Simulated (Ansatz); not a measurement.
Reactions of C₂H₇BFNS, SMILES `CN(C)B(F)S`.

Program: Ansatz. Geometries: PBE0-D4/def2-TZVP. ΔE: electronic, gas phase. CBS: MP2 limit from def2 TZ/QZ plus the TZ coupled-cluster correction, frozen cores. This one scheme is used for every species. DFT in def2-TZVPP. Elements past krypton have def2 core potentials. For Ge, In outer-core shells are correlated without core-valence functions, which leaves a few kJ/mol of doubt a bond. Scalar relativity is left out up to krypton. One conformer a species, not always the lowest.

```
                                                               reaction  PBE-D4 (kJ/mol)  CCSD(T)/CBS(def2) (kJ/mol)
                        `CN(C)B(F)S` + `N[Si]O` → `CO[Si]N` + `CNB(F)S`               25                          28
              `CN(C)B(F)S` + `FCSC[SiH3]` → `CN(C)B(F)F` + `[SiH3]CSCS`              -93                        -109
                          `CN(C)B(F)S` + `CBCC` → `CCB(F)S` + `CBN(C)C`              -37                         -34
              `CN(C)B(F)S` + `[NH2][InH2]` → `NB(F)S` + `C[N](C)[InH2]`               10                          12
            `CN(C)B(F)S` + `N=C=C[SiH3]` → `CC([SiH3])=C=N` + `CNB(F)S`              -20                         -19
                            `CN(C)B(F)S` + `NCCN` → `CNCCN` + `CNB(F)S`                1                           3
`CN(C)B(F)S` + `[SiH3][O][Ge][Cl]` → `FB(S)O[SiH3]` + `C[N](C)[Ge][Cl]`               10                           9
                          `CN(C)B(F)S` + `NBOCF` → `CNBOCF` + `CNB(F)S`               16                          17
```

Largest T1 diagnostic: 0.017, for `C[N](C)[InH2]`.
